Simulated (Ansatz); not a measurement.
System: sum formula NaOH (charge 0, singlet). SMILES: [OH][Na]
Geometry: optimised at B3LYP-D3(BJ)/def2-TZVP (Ansatz, a first-principles code).

Parts of the frozen-core correlation energy in STO-3G (Ansatz, hartree). Frozen orbitals: 6; correlated occupied orbitals by spin: 4 and 4; virtual: 5 and 5. No spin-orbit coupling. Non-relativistic.

| term | value |
|---|---|
| reference (HF) | -234.17593 |
| MP2 opposite-spin | ___ |
| MP2 same-spin | ___ |
| CCSD correlation | ___ |
| (T) | -0.00053 |
| FCI minus CCSD(T) | 0.00000 |
| T1 diagnostic | 0.009 |
| largest doubles amplitude | 0.059 |

### Question
What belongs in the gaps?

### Answer

- MP2 opposite-spin, value: -0.02103
- MP2 same-spin, value: -0.00277
- CCSD correlation, value: -0.03128
